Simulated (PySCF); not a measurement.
Q: Write Cartesian coordinates for `C#C[CH2][GeH2][O][SiH3]` as optimised with PBE0-D3(BJ)/def2-SVP.

A: 
```xyz
14
C3H8GeOSi angstrom
C      3.4259    0.4985   -0.8662
C      2.2897    0.0760   -0.8423
C      0.9257   -0.3973   -0.7425
Ge     0.1544    0.1866    0.9724
O     -1.5126   -0.4341    1.0594
Si    -2.9374   -0.2046    0.2500
H      4.4348    0.8654   -0.9006
H      0.8755   -1.4973   -0.7858
H      0.3016   -0.0040   -1.5614
H      0.1186    1.7243    1.0431
H      0.9019   -0.4462    2.1523
H     -3.4523    1.1875    0.4440
H     -2.7586   -0.4268   -1.2216
H     -3.9389   -1.1784    0.7697
```

Orientation and origin are arbitrary. Atoms count from 1 in this order. Ge4 (germanium bonded to C, O and 2 H) is distorted tetrahedral (angles from 106.0° to 112.8°). The C–C distances run from 1.212 Å (C1≡C2, drawn triple) to 1.447 Å (C2–C3, drawn single), a spread of 0.235 Å. Si6 (oxygen-bound silicon) is tetrahedral (angles from 107.8° to 111.2°).

Bonds between heavy atoms (Å): C1≡C2 1.212, C2–C3 1.447, C3–Ge4 1.969, Ge4–O5 1.781, O5–Si6 1.655.

Method used: PBE0-D3(BJ)/def2-SVP geometry optimisation, gas phase (PySCF 2.14.0).

Point group: C1 (no symmetry element, even within 0.4 Å). Stationary, but not proved a minimum. The numbers are those of one conformer (C2–C3–Ge4–O5 -179°, C3–Ge4–O5–Si6 -65°).

Rough CPU time on one thread of a shared machine: about 6 min. That covers the optimisation of the geometry.
